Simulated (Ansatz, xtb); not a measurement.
## Redistribution: C2H3Br + CHClF2 → C2H3Cl + CHBrF2

Species: C2H3Br (vinyl bromide) `C=CBr`, singlet; CHClF2 (difluorochloromethane) `FC(F)Cl`, singlet; C2H3Cl `C=CCl`, singlet; CHBrF2 `FC(F)Br`, singlet. The partners trade Br for Cl; both sit on C, so the bond types are kept.

Shapes, held fixed at every level: PBE0-D4/def2-TZVP. Programs: Ansatz 0.2.0, xtb 6.7.1. The zero-point and thermal change to 298 K, harmonic and unscaled (PBE0-D4/def2-TZVP), is +0.1 kJ/mol.

| level | kind | ΔH(298 K) (kJ/mol) | less CCSD(T)/def2-TZVPP |
| --- | --- | --- | --- |
| GFN0-xTB | semi-empirical | +6.1 | -2.3 |
| HF/def2-SVP | Hartree–Fock | +13.5 | +5.1 |
| B3LYP-D4/def2-TZVPP | global hybrid | +4.2 | -4.2 |
| BHLYP-D4/def2-TZVPP | global hybrid | +6.5 | -1.9 |
| PBE0-D4/def2-TZVPP | global hybrid | +5.2 | -3.2 |
| r2SCAN0-D4/def2-TZVPP | global hybrid | +5.9 | -2.5 |
| MP2/def2-SVP | perturbation theory | +12.2 | +3.8 |
| CCSD/def2-SVP | coupled cluster or CI | +11.3 | +2.9 |
| CCSD(T)/def2-TZVPP | coupled cluster or CI | +8.4 | 0.0 |

The highest level, CCSD(T)/def2-TZVPP, gives ΔH(298 K) = +8.4 kJ/mol; the levels span +4.2 to +13.5. The column of differences is taken from that level and isn't an error. No measured value is set beside it here. Relativity is left out for Br unless named. Correlated rows may include outer-core shells of Br, which these sets cover unevenly.
